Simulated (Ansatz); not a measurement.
The cluster Rh5⁺. The state is a singlet with charge 1. Geometry r2SCAN-D4/def2-SVP; atoms count from 1.

Cartesian coordinates in Å:
```
Rh -1.462 0.109 0.937
Rh 0.576 1.389 0.872
Rh 1.120 0.420 -1.264
Rh 0.685 -1.058 0.654
Rh -0.919 -0.860 -1.200
```

In the def2 sets Rh takes a core potential; there is no spin–orbit coupling. The restricted singlet is unstable towards broken spin symmetry in Hartree–Fock (as tested in another run); at PBE0-D4/def2-TZVP this wasn't settled. No other spin state of charge 1 was run. The structure comes from a short search, and lower isomers may exist.

(1) Estimate the Mulliken populations from the PBE0/def2-TZVP orbitals of Ansatz.

(2) And the Mayer bond orders between bonded heavy atoms (over 0.3)?

Results:

(1) 
```json
{"atom": "Rh1", "charge (e)": "0.24", "d electrons": "8.09"}
{"atom": "Rh2", "charge (e)": "0.24", "d electrons": "8.09"}
{"atom": "Rh3", "charge (e)": "0.24", "d electrons": "8.09"}
{"atom": "Rh4", "charge (e)": "0.05", "d electrons": "7.99"}
{"atom": "Rh5", "charge (e)": "0.24", "d electrons": "8.09"}
```
Mulliken values and Mayer orders depend strongly on the basis.

(2) Rh1–Rh2 1.01 (2.41 Å); Rh1–Rh4 0.94 (2.46 Å); Rh1–Rh5 1.01 (2.41 Å); Rh2–Rh3 1.01 (2.41 Å); Rh2–Rh4 0.94 (2.46 Å); Rh3–Rh4 0.94 (2.46 Å); Rh3–Rh5 1.01 (2.41 Å); Rh4–Rh5 0.94 (2.46 Å).
